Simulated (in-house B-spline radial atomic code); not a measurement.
A run on Ce (an excited or competing configuration) that did not converge. Method: scalar-relativistic (X2C) BLYP, spin-polarised, spherical fractional occupations, Fermi nucleus of rms radius 4.8771 fm; computed with a B-spline radial code for spherical atoms. In the input, 2p2,3 would mean two up and three down electrons.

Command:
```bash
python run_scf.py task.json out
```
Settings (nuclear radius in fm, mass in u):
```
Z                58
configuration    1s2 2s2 2p6 3s2 3p6 3d10 4s2 4p6 4d10 4f0,1 5s2 5p6 6s2 6f1,0
hamiltonian      x2c
method           b88,lyp
spin_polarised   True
nucleus          fermi
rms_radius       4.8771
atomic_mass      139.90545
speed_of_light   137.035999084
```

First and last ten iterations of the last attempt (damped for 15 steps, keeping 80 % of the old Fock matrix, then DIIS):
```
 iter        energy (Eh)    residual
    1       -8852.403075    4.68e-01
    2       -8854.588591    4.08e-01
    3       -8857.427494    2.63e-01
    4       -8858.778009    1.65e-01
    5       -8859.402071    1.01e-01
    6       -8859.673196    6.13e-02
    7       -8859.784848    3.64e-02
    8       -8859.830284    2.22e-02
    9       -8859.848291    1.45e-02
   10       -8859.855653    9.50e-03
  111       -8859.864149    2.61e-06
  112       -8859.864149    2.62e-06
  113       -8859.864149    2.60e-06
  114       -8859.864149    2.60e-06
  115       -8859.864149    2.61e-06
  116       -8859.864149    2.78e-06
  117       -8859.864149    2.82e-06
  118       -8859.864149    2.79e-06
  119       -8859.460779    8.28e-02
  120       -8859.864149    1.50e-05
 not converged after 120 iterations
```

The smallest residual met was 2.6e-06; the threshold is about 6e-07. No energy from this run should be used. Run time, properties included: 2.7 s on 1 thread of Arm Neoverse V2 (shared host).
